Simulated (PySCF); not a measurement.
All of these have the formula C6H7NO. The calculation used TDDFT CAM-B3LYP/def2-SVPD, vertical, gas phase, core orbitals frozen in the response (PySCF). Geometries: GFN2-xTB; one conformer of each isolated species. Triplets are in the Tamm–Dancoff approximation.

A. `Cc1cccc[n+]1[O-]`
B. `COC1(CC#N)C=C1`
C. `ONC1=CC=CC=C1`
D. `C#CCN(C=C)C=O`

Lowest singlet levels (six at most, fewer where fewer were computed) with oscillator strengths:

1. 222 nm (f 0.001); 199 nm (f 0.451); 191 nm (f 0.018); 189 nm (f 0.033); 181 nm (f 0.027); 178 nm (f 0.020); T1 4.11 eV
2. 204 nm (f 0.003); 194 nm (f 0.002); 177 nm (f 0.064); 164 nm (f 0.008); 161 nm (f 0.003); 157 nm (f 0.008); T1 4.52 eV
3. 272 nm (f 0.037); 269 nm (f 0.000); 249 nm (f 0.175); 213 nm (f 0.000); 201 nm (f 0.286); 201 nm (f 0.019); T1 2.78 eV
4. 248 nm (f 0.030); 225 nm (f 0.098); 211 nm (f 0.051); 201 nm (f 0.006); 188 nm (f 0.006); 182 nm (f 0.240); T1 3.94 eV

Task: Which spectrum belongs to which structure?

Result: 1 = D, 2 = B, 3 = A, 4 = C.
- A: S1 at 4.57 eV, HOMO→LUMO+1 (67%), HOMO→LUMO (19%), HOMO-2→LUMO (11%); Löwdin shares by element: HOMO oxygen 46%, carbon 21% or more, nitrogen 13% (atoms not listed hold the other 20%); LUMO carbon 31% or more, nitrogen 21%, oxygen 14% (atoms not listed hold the other 34%); HOMO -7.56 and LUMO -0.14 eV; point group Cs, 2 of its 6 listed states under f = 0.0005.
- B: S1 at 6.07 eV, HOMO-2→LUMO (41%), HOMO→LUMO (32%), HOMO-1→LUMO (21%); Löwdin shares by element: HOMO oxygen 53%, carbon 17% or more, hydrogen 6% or more (atoms not listed hold the other 25%); LUMO carbon 68% or more, hydrogen 15% or more (atoms not listed hold the other 17%); HOMO -9.26 and LUMO 0.46 eV.
- C: S1 at 5.00 eV, HOMO→LUMO (85%); Löwdin shares by element: HOMO carbon 40% or more, nitrogen 26% (atoms not listed hold the other 34%); LUMO carbon 65% or more (atoms not listed hold the other 35%); HOMO -7.34 and LUMO 0.84 eV.
- D: S1 at 5.58 eV, HOMO-1→LUMO (51%), HOMO-3→LUMO (16%), HOMO-2→LUMO (13%); Löwdin shares by element: HOMO carbon 49% or more, nitrogen 24%, oxygen 12% (atoms not listed hold the other 15%); LUMO carbon 56% or more, oxygen 21% (atoms not listed hold the other 23%); HOMO -8.27 and LUMO 0.72 eV.
